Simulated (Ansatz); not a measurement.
CH8AlGaOSi (`[CH3][AlH][O][SiH2][GaH2]`) at its PBE0-D4/def2-TZVP geometry, where that method's forces vanish. The species carries charge 0 and has multiplicity 1.

```xyz
13

C    -1.5296    2.0734    1.2649
Al   -0.4191    0.5181    1.6105
O    -0.1922   -0.6026    0.3706
Si    0.1699   -1.7089   -0.7675
Ga    2.0735   -1.0537   -2.1058
H    -1.1336    2.6569    0.4274
H    -1.6017    2.7355    2.1312
H    -2.5446    1.7749    0.9838
H     0.3040    0.2140    2.9861
H     0.4426   -3.0315   -0.1256
H    -1.0156   -1.9204   -1.6538
H     2.6056   -1.9551   -3.2842
H     2.8407    0.2993   -1.8375
```

Task: What forces (eV/Å) does r2SCAN-D4/def2-TZVPP give on these atoms in Ansatz? (An estimate is asked.)

Result: Ansatz gave: 
```
C1   0.039 -0.038  0.033
Al2 -0.002  0.050  0.072
O3  -0.013  0.003  0.003
Si4  0.066 -0.023 -0.081
Ga5  0.017 -0.008 -0.021
H6  -0.028  0.001  0.014
H7  -0.016  0.001 -0.036
H8   0.012  0.027 -0.003
H9  -0.015  0.007 -0.026
H10 -0.004  0.010 -0.018
H11  0.020 -0.006  0.008
H12 -0.029  0.075  0.084
H13 -0.048 -0.099 -0.028
```
